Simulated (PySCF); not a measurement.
## How methods differ on the excitation energy of Ba

Ba [Xe] 6s2 (1S) → Ba [Xe] 5d1 6s1 (3D), as a difference of total energies. All numbers are calculated (PySCF 2.14, scalar relativity by spin-free X2C-1e, in aug-cc-pwCVTZ-X2C). Correlated levels: valence: [Xe] frozen. The calculations carry no spin-orbit coupling.

Problem. Order these methods by the excitation energy they give, lowest first.
A. CCSD (valence)
B. SCS-MP2 (valence)
C. MP2 (valence)
D. UHF

Solution. D (0.804 eV), C (1.183 eV), A (1.291 eV), B (1.344 eV).

Errors of the correlated levels include the incompleteness of this basis and the frozen core.

With two correlated electrons CCSD is exact in that space.

For comparison: 1.160 eV (measured; NIST levels, between the centres of gravity of the two terms).
